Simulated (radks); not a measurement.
Problem. Radial electron density D(r) = 4 pi r^2 rho(r) of an atom or ion with 68 electrons. Method: scalar-relativistic Kohn-Sham, LDA (Slater exchange, Perdew-Wang correlation), spin-unpolarised, spherical densities, point nucleus; computed with a radial shooting solver on a logarithmic mesh with Libxc functionals.

r (bohr)  D(r) (e/bohr)
0.001178          6.897
0.001609          11.17
0.002198          17.72
0.003003          27.27
0.00407           39.95
0.00556           56.02
0.007595          73.08
0.01038           86.69
0.01418           91.62
0.01921           86.94
0.02625           81.10
0.03586           89.42
0.04899           112.3
0.06692           121.7
0.0907            102.8
0.1239            94.06
0.1693            109.3
0.2313            86.77
0.3134            51.68
0.4282            57.99
0.585             51.36
0.7991            26.32
1.092             14.66
1.48              8.608
2.021             3.328
2.762             1.180
3.773            0.6671
5.154            0.3068
6.985           0.07154
9.543          0.006194
13.04         0.0001626

What is the nuclear charge?

Solution. Z = 68. The innermost maximum, from 1s, lies near gamma/Z bohr with gamma = sqrt(1 - (Z/c)^2) = 0.868, here 0.0128 bohr (found: 0.0140), and its height grows with Z. The density is that of neutral erbium in [Xe] 4f12 6s2; the configuration itself is not fixed sharply by these data, and Z only to a few units. D(r) has 4 maxima, at r = 0.0140, 0.0628, 0.175, 0.475 bohr, and minima at 0.0269, 0.114, 0.337 bohr, inside which lie 1.93, 11.13, 29.55 electrons.
